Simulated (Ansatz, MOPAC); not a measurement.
Molecule: H$_{4}$BN$_{2}$O, net charge 0, doublet state. SMILES: NB(N)[O]

Atoms: N1, B2, N3, O4, H5, H6, H7, H8. Bonds: N1-B2, N1-H5, N1-H6, B2-N3, B2-O4, N3-H7, N3-H8.

Bond lengths (Å) and angles (degrees) optimised at PM3 with MOPAC; PM6 with MOPAC; HF/3-21G with Ansatz (a program for electronic structure); HF/6-31G* with Ansatz; B3LYP/6-31G* with Ansatz; MP2/6-31G* with Ansatz, each started from the B3LYP-D3(BJ)/def2-TZVP structure (Ansatz) of the last column. A row stands for all coordinates that are equal there. 6-31G* holds six Cartesian d functions. No wavenumbers were computed at MP2/6-31G*, so these may be saddle points.

| coordinate | PM3 | PM6 | HF/3-21G | HF/6-31G* | B3LYP/6-31G* | MP2/6-31G* | B3LYP-D3(BJ)/def2-TZVP |
|---|---|---|---|---|---|---|---|
| N1-B2 | 1.496 to 1.652 | 1.413 to 1.554 | 1.421 | 1.414 | 1.438 | 1.425 | 1.428 |
| N1-H5 | 0.985 to 0.995 | 0.995 to 1.008 | 0.998 | 0.994 | 1.012 | 1.009 | 1.006 |
| B2-O4 | 1.255 | 1.300 | 1.423 | 1.388 | 1.363 | 1.395 | 1.366 |
| N1-B2-N3 | 109.4 | 126.4 | 124.6 | 124.4 | 122.0 | 123.4 | 123.0 |
| N1-B2-O4 | 112.9 to 137.3 | 91.9 to 141.5 | 117.7 | 117.8 | 119.0 | 118.3 | 118.5 |
| B2-N1-H5 | 112.3 to 120.8 | 114.7 to 118.2 | 122.5 | 122.7 | 118.7 | 120.6 | 120.3 |
| B2-N1-H6 | 117.7 to 125.4 | 114.2 to 120.8 | 122.9 | 123.3 | 119.2 | 120.4 | 120.9 |
| H5-N1-H6 | 110.9 to 113.7 | 110.6 to 115.6 | 114.5 | 114.0 | 112.3 | 113.1 | 113.3 |

A range marks coordinates that this level makes unequal.

Mean signed difference of all 7 bond lengths from B3LYP-D3(BJ)/def2-TZVP: PM3 0.017 Å, PM6 0.004 Å, HF/3-21G 0.002 Å, HF/6-31G* -0.008 Å, B3LYP/6-31G* 0.005 Å, MP2/6-31G* 0.005 Å.
